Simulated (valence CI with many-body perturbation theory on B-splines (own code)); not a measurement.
The numbers below are computed, except where a source is named.
Hyperfine factors and g values of Ca¹⁵⁺

Level of theory: valence CI with perturbative core correlation (CI+MBPT): three valence electrons over a frozen Dirac-Fock core [He], radial functions for each j: 11 s, 11 p, 10 d, 8 f, 5 g, 2 h, with the one-electron correlation potential Σ1 (screened to all orders), the two-electron term Σ2, the three-electron term Σ3, Breit, model QED; selected single and double excitations, second order for the rest, scaled by the run's own slope (own B-spline code, finite nucleus).

No measured levels were compared; by estimate levels of excited configurations hold to 0.05 to 0.15 % of their energy, terms of the ground configuration to about 0.5 %.

A/g_I is the dipole constant over the nuclear g factor μ/I (μ in nuclear magnetons, uniformly magnetised nucleus), B/Q the quadrupole constant per barn. Both hold the static response of the core; the bare values leave it out. Large factors of s and p1/2 electrons are usually good to 5 to 10 %; those of open d and f shells near neutrality can be off by tens of per cent, and small factors of p3/2, d and f electrons come from cancelling terms and can be off by a factor of two or in sign, in half-filled shells by more. B is blank for J = 1/2, where it vanishes, and for nearly pure S terms. Energies count from the lowest level.

Names give the largest LS component (configuration and term), which can be under half, so a name can repeat, a term be missing and a line seem to break the LS rules; names also repeat where a configuration has a term twice. Letters in brackets count levels of one name in rising energy.

```
               Level  E (eV)      g  A/g_I (MHz)  A/g_I bare  B/Q (MHz/b)  B/Q bare
      2s2.2p 2P°_1/2    0.00  0.663        64400       63200                       
      2s2.2p 2P°_3/2    4.54  1.332        12300       13200        22300     22400
       2s.2p2 4P_1/2   33.18  2.661       110000      110000                       
       2s.2p2 4P_3/2   34.98  1.731        50600       50600        18100     18200
       2s.2p2 4P_5/2   37.25  1.595        53200       53200       -22400    -22500
       2s.2p2 2D_3/2   59.46  0.804       -12100      -10700        31300     31500
       2s.2p2 2D_5/2   59.78  1.202        59800       58400        44800     45100
       2s.2p2 2S_1/2   73.47  1.556       137000      133000                       
       2s.2p2 2P_1/2   78.64  1.115       100000       96100                       
       2s.2p2 2P_3/2   80.11  1.327       -10200       -7690       -22600    -22700
         2p3 4S°_3/2  103.49  1.990        -4460         148                       
         2p3 2D°_3/2  116.57  0.827        14400       13700        12500     12600
         2p3 2D°_5/2  117.17  1.198        21400       22300         -270      -272
         2p3 2P°_1/2  130.57  0.663        64800       62900                       
         2p3 2P°_3/2  131.74  1.312        10900       12300       -12100    -12200
       2s2.3s 2S_1/2  545.74  2.001        58900       57300                       
      2s2.3p 2P°_1/2  561.76  0.665        15700       15500                       
      2s2.3p 2P°_3/2  563.02  1.333         6630        6800         6830      6860
       2s2.3d 2D_3/2  577.88  0.799         2160        2140         1140      1180
       2s2.3d 2D_5/2  578.24  1.200          778         783         1600      1650
    2s.2p.3s 4P°_1/2  578.35  2.652       130000      126000                       
    2s.2p.3s 4P°_3/2  579.71  1.724        84200       82600       -18000    -18100
    2s.2p.3s 4P°_5/2  582.64  1.599        61600       60600        23300     23400
2s.2p.3s 2P°_1/2 [a]  586.53  0.676        27300       27300                       
2s.2p.3s 2P°_3/2 [a]  589.68  1.339        59500       58700        22100     22200
     2s.2p.3p 4D_1/2  592.59  0.189       -17400      -16700                       
     2s.2p.3p 4D_3/2  593.78  1.234        55300       54400        -7990     -8040
 2s.2p.3p 2P_1/2 [a]  595.49  0.514       -54300      -53000                       
 2s.2p.3p 2P_3/2 [a]  595.76  1.387        36800       36200        -6970     -7010
     2s.2p.3p 4D_5/2  595.87  1.374        40300       39800         5250      5280
     2s.2p.3p 4D_7/2  598.48  1.428        37300       36900        29800     29900
     2s.2p.3p 4S_3/2  599.11  1.823        65200       64200        -4000     -4020
     2s.2p.3p 4P_1/2  599.84  2.638       126000      124000                       
     2s.2p.3p 4P_3/2  601.70  1.659        58600       57900        14800     14900
 2s.2p.3p 2D_3/2 [a]  602.49  0.957        15500       15300        21500     21700
     2s.2p.3p 4P_5/2  602.57  1.555        51000       50400        -5180     -5210
 2s.2p.3p 2D_5/2 [a]  605.26  1.238        33200       32900        25600     25700
    2s.2p.3d 4F°_3/2  606.72  0.427       -22500      -21800         7140      7210
    2s.2p.3d 4F°_5/2  607.55  1.046        16200       16000         3070      3120
    2s.2p.3d 4F°_7/2  608.85  1.250        26600       26200         4310      4370
```

Take the isotope of mass number 43, with I = 7/2, μ = -1.31733 μN and Q = -0.0408 b. What is the hyperfine structure of 2s.2p2 2D_5/2?

From the table A = -22500 MHz, B = -1830 MHz. Shifts from the centre of gravity in MHz: F = 1: 252000, F = 2: 208000, F = 3: 141000, F = 4: 51200, F = 5: -61400, F = 6: -197000.
